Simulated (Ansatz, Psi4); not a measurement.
Psi4 was given this input:
```
memory 2 GB

molecule mol {
0 1
  Zn   -0.000000    0.000000   -0.000000
  C     1.581688    0.227143   -1.271717
  H     2.290515   -0.591644   -1.183046
  H     2.128134    1.145460   -1.074739
  H     1.262090    0.261983   -2.309674
  C    -1.581688   -0.227143    1.271717
  H    -2.128134   -1.145460    1.074739
  H    -2.290515    0.591644    1.183046
  H    -1.262090   -0.261983    2.309674
}

set basis def2-svp
set reference rks
set scf_type pk
set puream true
set d_convergence 1e-8
set dft_radial_points 99
set dft_spherical_points 590

energy('blyp')
print_variables()
```

Task: Give the equivalent Ansatz (a quantum-chemistry and plane-wave program) input.

Result: One answer among several that fit: 
Ansatz 0.2 input:
```yaml
crystal:
  periodic: [false, false, false]
  atoms:
    - {symbol: Zn, position_ang: [-0.00000000, 0.00000000, -0.00000000]}
    - {symbol: C, position_ang: [1.58168783, 0.22714311, -1.27171747]}
    - {symbol: H, position_ang: [2.29051525, -0.59164379, -1.18304619]}
    - {symbol: H, position_ang: [2.12813446, 1.14546039, -1.07473949]}
    - {symbol: H, position_ang: [1.26208980, 0.26198332, -2.30967418]}
    - {symbol: C, position_ang: [-1.58168783, -0.22714311, 1.27171747]}
    - {symbol: H, position_ang: [-2.12813446, -1.14546039, 1.07473949]}
    - {symbol: H, position_ang: [-2.29051525, 0.59164379, 1.18304619]}
    - {symbol: H, position_ang: [-1.26208980, -0.26198332, 2.30967418]}
basis:
  gaussian:
    orbitals: def2-SVP
hamiltonian:
  xc: blyp
accuracy: high
```

Both were run: Psi4 gave -1858.904152 Eh and Ansatz -1858.904153 Eh, 0.001 mEh apart.
